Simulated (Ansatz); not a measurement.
Isomers of CH$_{6}$OSSi$_{2}$, relaxed with PBE0-D4/def2-TZVP in Ansatz; electronic energies, one conformer each and not always the lowest. Functionals use def2-TZVPP; CBS adds triple-zeta CCSD(T) − MP2 to the MP2 limit of def2-TZVPP and def2-QZVPP.

Task: Order them by energy at frozen-core CCSD(T)/CBS, lowest first. (Best estimate.)
A. `OC1([SiH3])[SiH2]S1`
B. `SC1O[SiH2][SiH2]1`
C. `O=C([SiH3])S[SiH3]`
D. `[SiH3]OC1[SiH2]S1`
E. `[SiH3]S[SiH]1CO1`
F. `O[SiH]1[SiH2]CS1`
G. `O[SiH]1CS[SiH2]1`

Result: F (0.0 kcal/mol), G (2.3 kcal/mol), E (23.8 kcal/mol), D (37.1 kcal/mol), C (43.9 kcal/mol), B (47.0 kcal/mol), A (56.1 kcal/mol).

Task: How do PBE-D4, PBE0-D4, r2SCAN-D4, MP2/CBS(def2) place them (kcal/mol, against `O[SiH]1[SiH2]CS1`)? (Estimate.)

Result: The calculation gave: 
| isomer | PBE-D4 | PBE0-D4 | r2SCAN-D4 | MP2/CBS(def2) |
| --- | --- | --- | --- | --- |
| `[SiH3]OC1[SiH2]S1` | 37.4 | 38.7 | 36.1 | 37.4 |
| `OC1([SiH3])[SiH2]S1` | 53.3 | 56.1 | 54.5 | 56.3 |
| `O[SiH]1CS[SiH2]1` | 2.6 | 2.4 | 2.4 | 2.3 |
| `SC1O[SiH2][SiH2]1` | 45.2 | 46.9 | 46.5 | 49.5 |
| `O=C([SiH3])S[SiH3]` | 39.7 | 44.9 | 40.6 | 46.5 |
| `[SiH3]S[SiH]1CO1` | 23.5 | 25.0 | 21.9 | 23.7 |
